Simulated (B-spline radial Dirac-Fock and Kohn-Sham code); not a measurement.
X-ray form factors of gallium in several charge states

Method: Dirac-Fock orbitals of the configuration average with a finite nucleus. Computed with a radial finite-basis atomic code.

Configurations: Ga⁶⁺ [Ar] 3d7; Ga⁷⁺ [Ar] 3d6; Ga¹⁰⁺ [Ar] 3d3; Ga¹²⁺ [Ar] 3d1. The first column is f₀ of Ga⁶⁺, the others are differences from it.

```csv
s (Å⁻¹),Ga⁶⁺,Δ Ga⁷⁺,Δ Ga¹⁰⁺,Δ Ga¹²⁺
0,25.000,-1.000,-4.000,-6.000
0.1,24.412,-0.932,-3.776,-5.697
0.2,22.781,-0.756,-3.176,-4.880
0.3,20.448,-0.531,-2.381,-3.776
0.4,17.824,-0.320,-1.586,-2.640
0.5,15.265,-0.160,-0.929,-1.662
0.7,11.135,-0.004,-0.175,-0.445
0.9,8.567,+0.022,+0.041,-0.013
1.1,7.126,+0.014,+0.058,+0.073
1.4,5.939,+0.008,+0.047,+0.084
```
